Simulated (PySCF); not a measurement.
Electronic structure of Ar(3+) (argon, charge +3) at the UHF level

Configuration: [Ne] 3s2 3p3, high-spin 4S determinant. Computed with PySCF 2.14 in aug-cc-pVTZ-DK, with the spin-free X2C one-electron Hamiltonian (Gaussian nucleus).

```
Total energy                        : -525.670938 hartree
One-electron energy                 : -701.2675 hartree
Hartree (Coulomb) energy            : 204.8066 hartree
Exchange energy                     : -29.2101 hartree
⟨S²⟩                                : 3.7507
⟨L²⟩                                : 0.000
Sum of ⟨r⟩                          : 10.02 bohr
Sum of ⟨r²⟩                         : 12.07 bohr²
Langevin diamagnetic susceptibility : -9.56 ×10⁻⁶ cm³/mol
```

```json
{"shell": "1s α", "electrons": "1", "mean orbital energy (hartree)": "-120.93089", "rms radius, mean of both spins (bohr)": "0.0991"}
{"shell": "1s β", "electrons": "1", "mean orbital energy (hartree)": "-120.87761", "rms radius, mean of both spins (bohr)": "0.0991"}
{"shell": "2s α", "electrons": "1", "mean orbital energy (hartree)": "-14.19259", "rms radius, mean of both spins (bohr)": "0.445"}
{"shell": "2s β", "electrons": "1", "mean orbital energy (hartree)": "-14.14193", "rms radius, mean of both spins (bohr)": "0.445"}
{"shell": "2p α", "electrons": "3", "mean orbital energy (hartree)": "-11.37328", "rms radius, mean of both spins (bohr)": "0.416"}
{"shell": "2p β", "electrons": "3", "mean orbital energy (hartree)": "-11.28212", "rms radius, mean of both spins (bohr)": "0.416"}
{"shell": "3s α", "electrons": "1", "mean orbital energy (hartree)": "-2.94600", "rms radius, mean of both spins (bohr)": "1.39"}
{"shell": "3s β", "electrons": "1", "mean orbital energy (hartree)": "-2.49039", "rms radius, mean of both spins (bohr)": "1.39"}
{"shell": "3p α", "electrons": "3", "mean orbital energy (hartree)": "-2.17627", "rms radius, mean of both spins (bohr)": "1.50"}
```

Densities and radii are taken from the X2C orbitals without a picture-change correction, which distorts them close to the nucleus.

Spin-orbit constants ζ (cm⁻¹) from the X2C one-electron operator on these orbitals: bare nucleus, nucleus screened by l(l+1)(2l+1)/3 electrons, and screened by the Breit-Pauli mean field of the electrons.

| shell | bare | screened nucleus | mean field |
| --- | --- | --- | --- |
| 2p | 13130 | 11670 | 11000 |
| 3p | 1364 | 1212 | 1133 |
